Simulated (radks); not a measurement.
The ruthenium ion Ru2+, 42 electrons, occupied as [Kr] 4d6.

Method: non-relativistic Kohn-Sham, exchange-only LDA, spin-polarised, spherical densities, point nucleus; open shells are filled with parallel spins first (spin-orbit coupling, left out, can overturn this in heavy ions); relativity is left out, which matters for an element this heavy; computed with a radial shooting solver on a logarithmic mesh with Libxc functionals.

Energy parts (eV):
part                   energy
total             -120658.628
kinetic            120658.628
electron-nucleus  -286757.176
Hartree             48758.395
exchange            -3318.475

Orbitals (lengths in bohr, moments of r in powers of bohr):
| orbital | occ. | eigenvalue (eV) | <r^2> | <r> |
|---|---|---|---|---|
| 1s up | 1 | -21321.61 | 0.001608 | 0.03466 |
| 1s down | 1 | -21321.60 | 0.001608 | 0.03466 |
| 2s up | 1 | -3026.098 | 0.02681 | 0.1511 |
| 2s down | 1 | -3025.479 | 0.02681 | 0.1510 |
| 2p up | 3 | -2802.769 | 0.02034 | 0.1292 |
| 2p down | 3 | -2802.296 | 0.02033 | 0.1292 |
| 3s up | 1 | -545.4442 | 0.1978 | 0.4158 |
| 3s down | 1 | -545.0000 | 0.1976 | 0.4157 |
| 3p up | 3 | -457.7975 | 0.1944 | 0.4091 |
| 3p down | 3 | -457.3149 | 0.1942 | 0.4089 |
| 3d up | 5 | -295.9796 | 0.1766 | 0.3841 |
| 3d down | 5 | -295.3419 | 0.1762 | 0.3839 |
| 4s up | 1 | -91.2683 | 1.240 | 1.046 |
| 4s down | 1 | -88.1540 | 1.231 | 1.042 |
| 4p up | 3 | -65.0647 | 1.474 | 1.134 |
| 4p down | 3 | -61.8310 | 1.465 | 1.130 |
| 4d up | 5 | -24.5341 | 2.742 | 1.516 |
| 4d down | 1 | -21.2426 | 2.855 | 1.539 |

The highest occupied level is 4d down at -21.243 eV. Spin moment in Bohr magnetons: 4. The electron density at the nucleus is 5.939e+04 e/bohr^3. The density falls to 0.001 e/bohr^3 at r = 3.48 bohr.
